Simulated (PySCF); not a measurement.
PySCF job for C₃H₈AlCl, SMILES [CH2]([Al]([Cl])[CH3])C, TDA-PBE/def2-SVPD. Geometry optimised at B3LYP-D3(BJ)/def2-SVP. The structure was generated by enumeration; whether it is a known compound was not checked. The values are those of a single conformer.

```python
import numpy as np
from pyscf import gto, scf, dft, tdscf

mol = gto.M(
    atom='''
    Al   -0.42112994   -0.38393729    0.00000000
    Cl    1.67684423   -0.74194599    0.00000000
    C    -1.59124245   -1.94476899   -0.00000000
    H    -1.39955632   -2.57799429    0.88372693
    H    -1.39955632   -2.57799429   -0.88372694
    H    -2.66034035   -1.67664555   -0.00000000
    C    -1.01647451    1.48170793    0.00000000
    C     0.06398719    2.57260411   -0.00000000
    H    -1.68882377    1.60100190    0.87269371
    H    -1.68882377    1.60100190   -0.87269371
    H     0.71892602    2.49539440   -0.88276972
    H     0.71892602    2.49539440    0.88276972
    H    -0.37003556    3.58684984   -0.00000000
    ''',
    basis='def2-SVPD',
    charge=0,
    spin=0,
    symmetry=True,
    max_memory=1600,
    verbose=4,
)
mf = dft.RKS(mol, xc='pbe').density_fit(auxbasis='def2-universal-jkfit')
mf.grids.level = 3
mf.conv_tol = 1e-9
mf.max_cycle = 100
mf.kernel()
mf.grids = dft.Grids(mol).set(level=1).build(with_non0tab=True)  # coarser grid for the response kernel
td = tdscf.TDA(mf)
td.singlet = True
td.nstates = 10
td.conv_tol = 1e-4
td.positive_eig_threshold = 1e-6
td.kernel(x0=td.get_init_guess(mf, 15))
td.analyze()
tt = tdscf.TDA(mf)
tt.singlet = False
tt.nstates = 4
tt.conv_tol = 1e-4
tt.positive_eig_threshold = 1e-6
tt.kernel(x0=tt.get_init_guess(mf, 9))
tt.analyze(verbose=3)
```

Program output:

```
PySCF version 2.14.0

[INPUT] verbose = 4
[INPUT] num. atoms = 13
[INPUT] num. electrons = 56
[INPUT] charge = 0
[INPUT] spin (= nelec alpha-beta = 2S) = 0
[INPUT] symmetry True subgroup None
[INPUT] Mole.unit = angstrom
[INPUT] Symbol           X                Y                Z      unit          X                Y                Z       unit  Magmom
[INPUT]  1 Al    -0.421129940000  -0.383937290000   0.000000000000 AA   -0.795820249455  -0.725536327108   0.000000000000 Bohr   0.0
[INPUT]  2 Cl     1.676844230000  -0.741945990000   0.000000000000 AA    3.168776348257  -1.402074720319   0.000000000000 Bohr   0.0
[INPUT]  3 C     -1.591242450000  -1.944768990000   0.000000000000 AA   -3.007012428282  -3.675080766647   0.000000000000 Bohr   0.0
[INPUT]  4 H     -1.399556320000  -2.577994290000   0.883726930000 AA   -2.644778140704  -4.871703158793   1.670001866603 Bohr   0.0
[INPUT]  5 H     -1.399556320000  -2.577994290000  -0.883726940000 AA   -2.644778140704  -4.871703158793  -1.670001885500 Bohr   0.0
[INPUT]  6 H     -2.660340350000  -1.676645550000   0.000000000000 AA   -5.027314659630  -3.168400897471   0.000000000000 Bohr   0.0
[INPUT]  7 C     -1.016474510000   1.481707930000   0.000000000000 AA   -1.920858436501   2.800022184296   0.000000000000 Bohr   0.0
[INPUT]  8 C      0.063987190000   2.572604110000   0.000000000000 AA    0.120918264581   4.861517194830   0.000000000000 Bohr   0.0
[INPUT]  9 H     -1.688823770000   1.601001900000   0.872693710000 AA   -3.191414397955   3.025455115908   1.649152102531 Bohr   0.0
[INPUT] 10 H     -1.688823770000   1.601001900000  -0.872693710000 AA   -3.191414397955   3.025455115908  -1.649152102531 Bohr   0.0
[INPUT] 11 H      0.718926020000   2.495394400000  -0.882769720000 AA    1.358573281624   4.715611988773  -1.668193001859 Bohr   0.0
[INPUT] 12 H      0.718926020000   2.495394400000   0.882769720000 AA    1.358573281624   4.715611988773   1.668193001859 Bohr   0.0
[INPUT] 13 H     -0.370035560000   3.586849840000   0.000000000000 AA   -0.699265864750   6.778163847540   0.000000000000 Bohr   0.0

nuclear repulsion = 259.038261319544
point group symmetry = Cs
symmetry origin: [ 6.74902116e-10  3.37450988e-10 -3.37451091e-10]
symmetry axis x: [1.00000000e+00 2.14790185e-09 1.65142141e-10]
symmetry axis y: [ 2.14790185e-09 -1.00000000e+00 -2.00224469e-10]
symmetry axis z: [-1.65142141e-10 -2.00224476e-10  1.00000000e+00]
num. orbitals of irrep A' = 114
num. orbitals of irrep A" = 61
number of shells = 77
number of NR pGTOs = 257
number of NR cGTOs = 175
basis = def2-SVPD
ecp = {}


[settings echo left out]
init E= -820.91854631094
HOMO (A') = -0.322566727363565  LUMO (A") = -0.0801396143840636  gap/eV = 6.59678
cycle= 1 E= -820.916827592664  delta_E= 0.00172  |g|= 0.684  |ddm|= 4.36
HOMO (A') = -0.146383491489639  LUMO (A") = -0.0373508534789737  gap/eV = 2.96693
cycle= 2 E= -820.718626080055  delta_E= 0.198  |g|= 1.07  |ddm|= 2.33
HOMO (A') = -0.237883778070263  LUMO (A") = -0.0553384026733901  gap/eV = 4.96731
cycle= 3 E= -821.050183514121  delta_E= -0.332  |g|= 0.0734  |ddm|= 1.52
HOMO (A') = -0.233560555326301  LUMO (A") = -0.0549943886326925  gap/eV = 4.85903
cycle= 4 E= -821.051277473195  delta_E= -0.00109  |g|= 0.0403  |ddm|= 0.158
HOMO (A') = -0.235237599140413  LUMO (A") = -0.0553184037563756  gap/eV = 4.89585
cycle= 5 E= -821.05171648865  delta_E= -0.000439  |g|= 0.0103  |ddm|= 0.0604
HOMO (A') = -0.234620284878004  LUMO (A") = -0.055027041168612  gap/eV = 4.88698
cycle= 6 E= -821.051744675668  delta_E= -2.82e-05  |g|= 0.00299  |ddm|= 0.0165
HOMO (A') = -0.234731332479192  LUMO (A") = -0.0551612063798044  gap/eV = 4.88635
cycle= 7 E= -821.051747020623  delta_E= -2.34e-06  |g|= 0.000696  |ddm|= 0.00494
HOMO (A') = -0.234790066873782  LUMO (A") = -0.0552276845497497  gap/eV = 4.88614
cycle= 8 E= -821.051747157066  delta_E= -1.36e-07  |g|= 0.000241  |ddm|= 0.00141
HOMO (A') = -0.23478078931636  LUMO (A") = -0.0552081523252461  gap/eV = 4.88642
cycle= 9 E= -821.051747175805  delta_E= -1.87e-08  |g|= 3.93e-05  |ddm|= 0.000545
HOMO (A') = -0.234781823087995  LUMO (A") = -0.0552086835442744  gap/eV = 4.88643
cycle= 10 E= -821.051747176142  delta_E= -3.37e-10  |g|= 1.69e-05  |ddm|= 6.92e-05
HOMO (A') = -0.234780936820332  LUMO (A") = -0.0552091264737413  gap/eV = 4.88640
Extra cycle  E= -821.05174717603  delta_E= 1.13e-10  |g|= 2.65e-05  |ddm|= 5.4e-05
converged SCF energy = -821.05174717603
tot grids = 47984
Overwritten attributes  positive_eig_threshold  of <class 'pyscf.tdscf.rks.TDA'>


******** <class 'pyscf.tdscf.rks.TDA'> for <class 'pyscf.df.df_jk.DFSymAdaptedRKS'> ********
nstates = 10 singlet
deg_eia_thresh = 1.000e-03
wfnsym = None
conv_tol = 0.0001
eigh lindep = 1e-12
eigh level_shift = 0
eigh max_cycle = 100


Excitation energies (eV)
[4.96676866 5.56584758 6.10449273 6.46774295 6.51582252 6.62367579
 6.68655108 6.7614382  6.88379775 6.9384417 ]

** Singlet excitation energies and oscillator strengths **
Excited State   1:   A"      4.96677 eV    249.63 nm  f=0.0004
      28 -> 29       -0.70547
Excited State   2:   A'      5.56585 eV    222.76 nm  f=0.0950
      28 -> 30        0.69491
Excited State   3:   A"      6.10449 eV    203.10 nm  f=0.0029
      25 -> 29       -0.14661
      27 -> 29       -0.68918
Excited State   4:   A"      6.46774 eV    191.70 nm  f=0.0056
      25 -> 29        0.68266
      27 -> 29       -0.13609
Excited State   5:   A'      6.51582 eV    190.28 nm  f=0.0107
      26 -> 29        0.22766
      27 -> 30        0.66375
Excited State   6:   A'      6.62368 eV    187.18 nm  f=0.0243
      25 -> 30       -0.10789
      26 -> 29        0.45464
      27 -> 30       -0.13051
      28 -> 31       -0.49662
Excited State   7:   A'      6.68655 eV    185.42 nm  f=0.0258
      25 -> 30        0.30479
      26 -> 29       -0.39128
      27 -> 30        0.13441
      28 -> 31       -0.47168
Excited State   8:   A"      6.76144 eV    183.37 nm  f=0.0408
      26 -> 30       -0.69812
Excited State   9:   A'      6.88380 eV    180.11 nm  f=0.0039
      24 -> 29       -0.65617
      28 -> 32       -0.21766
Excited State  10:   A'      6.93844 eV    178.69 nm  f=0.0689
      24 -> 29       -0.15382
      25 -> 30       -0.57410
      26 -> 29       -0.20721
      27 -> 30        0.11372
      28 -> 31       -0.14106
      28 -> 32        0.22239

** Transition electric dipole moments (AU) **
state          X           Y           Z        Dip. S.      Osc.
  1         0.0000      0.0000      0.0550      0.0030      0.0004
  2         0.0046      0.8347      0.0000      0.6968      0.0950
  3        -0.0000      0.0000     -0.1389      0.0193      0.0029
  4         0.0000      0.0000     -0.1886      0.0356      0.0056
  5         0.1648      0.2001      0.0000      0.0672      0.0107
  6        -0.2332      0.3084     -0.0000      0.1495      0.0243
  7         0.3360      0.2109     -0.0000      0.1574      0.0258
  8        -0.0000      0.0000     -0.4961      0.2461      0.0408
  9        -0.0251     -0.1495      0.0000      0.0230      0.0039
 10         0.6305     -0.0881      0.0000      0.4053      0.0689

** Transition velocity dipole moments (imaginary part, AU) **
state          X           Y           Z        Dip. S.      Osc.
  1        -0.0000     -0.0000     -0.0133      0.0002      0.0006
  2         0.0120      0.1504     -0.0000      0.0228      0.0742
  3        -0.0000     -0.0000      0.0097      0.0001      0.0003
  4        -0.0000     -0.0000      0.0145      0.0002      0.0006
  5         0.0512      0.0484      0.0000      0.0050      0.0138
  6        -0.0140      0.0650     -0.0000      0.0044      0.0121
  7         0.0280      0.0578     -0.0000      0.0041      0.0112
  8        -0.0000     -0.0000     -0.0726      0.0053      0.0141
  9        -0.0181     -0.0200      0.0000      0.0007      0.0019
 10         0.1112     -0.0102     -0.0000      0.0125      0.0326

** Transition magnetic dipole moments (imaginary part, AU) **
state          X           Y           Z
  1        -0.7455     -0.0144      0.0000
  2        -0.0000      0.0000      0.2203
  3        -0.1625      0.3887      0.0000
  4        -0.1612      0.8297      0.0000
  5        -0.0000      0.0000     -0.5260
  6        -0.0000      0.0000      0.3737
  7        -0.0000      0.0000     -0.0369
  8        -0.2044     -0.4612      0.0000
  9        -0.0000      0.0000     -0.5646
 10        -0.0000      0.0000     -0.0170


******** <class 'pyscf.tdscf.rks.TDA'> for <class 'pyscf.df.df_jk.DFSymAdaptedRKS'> ********
nstates = 4 triplet
deg_eia_thresh = 1.000e-03
wfnsym = None
conv_tol = 0.0001
eigh lindep = 1e-12
eigh level_shift = 0
eigh max_cycle = 100


Excitation energies (eV)
[4.68402526 5.15444143 5.8155309  5.99787952]

** Triplet excitation energies and oscillator strengths **
Excited State   1:   A"      4.68403 eV    264.70 nm  f=0.0000
Excited State   2:   A'      5.15444 eV    240.54 nm  f=0.0000
Excited State   3:   A"      5.81553 eV    213.19 nm  f=0.0000
Excited State   4:   A'      5.99788 eV    206.71 nm  f=0.0000
```

The run converged.
